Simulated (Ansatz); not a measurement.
Born–Oppenheimer molecular dynamics of CH8OSi2 (12 atoms, charge 0, multiplicity 1). It starts from a relaxed structure.

Theory: Ansatz 0.2.0, RKS PBE0/STO-3G.

```yaml
ensemble: NVT, Langevin thermostat
time_step: 0.5 fs
steps_asked: 250
set_temperature: 300 K
friction: 0.01 /fs
temperature_schedule: 62 steps to 300 K, then 188 steps to 600 K
seed: 3050
```

First frame:

```xyz
12
Properties=species:S:1:pos:R:3
Si 0.082 -0.189 0.050
H 0.495 -0.499 1.406
O 1.475 0.168 -0.907
C 2.386 -0.959 -0.912
H 1.959 -1.874 -1.375
H 3.270 -0.671 -1.510
H 2.748 -1.242 0.100
H -0.651 1.056 0.076
Si -1.205 -1.863 -0.749
H -2.420 -1.957 0.027
H -1.576 -1.641 -2.126
H -0.537 -3.140 -0.670
```

How far do the bonds stretch over the last three quarters of this one trajectory? (Pairs bonded in most of those frames.)


| bond | mean (Å) | spread (Å) | shortest | longest |
| --- | --- | --- | --- | --- |
| Si1–H2 | 1.455 | 0.023 | 1.41 | 1.49 |
| Si1–O3 | 1.728 | 0.028 | 1.67 | 1.78 |
| Si1–H8 | 1.449 | 0.047 | 1.36 | 1.55 |
| Si1–Si9 | 2.264 | 0.024 | 2.21 | 2.31 |
| O3–C4 | 1.456 | 0.035 | 1.39 | 1.51 |
| C4–H5 | 1.115 | 0.036 | 1.04 | 1.19 |
| C4–H6 | 1.108 | 0.020 | 1.06 | 1.15 |
| C4–H7 | 1.118 | 0.037 | 1.05 | 1.19 |
| Si9–H10 | 1.445 | 0.011 | 1.42 | 1.47 |
| Si9–H11 | 1.448 | 0.019 | 1.41 | 1.48 |
| Si9–H12 | 1.445 | 0.008 | 1.43 | 1.46 |

Mean temperature of the second half: 301 K. The schedule's set-point averaged 500 K over the second half and the system 301 K, so it lags behind the ramp. A run of 0.12 ps of so small a system gives no equilibrium averages. Limits of this set-up: minimal basis.

Run time: 9.1 min on 1 thread of Arm Neoverse V1 (shared host), peak memory 0.098 GiB.
